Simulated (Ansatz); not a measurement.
FeI₂. The state is a quintet with charge 0. Geometry PBE0-D4/def2-TZVP; atoms count from 1.

```xyz
3

Fe   -0.0134    0.0100    0.0053
I    -0.3794   -1.5402    1.9056
I     0.3928    1.5302   -1.9110
```

In the def2 sets I takes a core potential; there is no spin–orbit coupling.

(1) Estimate the Mulliken populations from the PBE0/def2-TZVP orbitals of Ansatz.

(2) Where does the spin sit?

(3) And the Mayer bond orders between heavy atoms (over 0.3)?

## Answers

(1) 
| atom | charge (e) | spin (α − β) | d electrons |
| --- | --- | --- | --- |
| Fe1 | 0.54 | 3.85 | 6.43 |
| I2 | -0.27 | 0.07 | – |
| I3 | -0.27 | 0.07 | – |
Mulliken values depend strongly on the basis.

(2) Summed by element: Fe 3.85, I 0.15, of 4 unpaired in all. Largest on single atoms: Fe1 3.85, I2 0.07, I3 0.07.

(3) Fe1–I2 1.15 (2.48 Å); Fe1–I3 1.15 (2.48 Å).
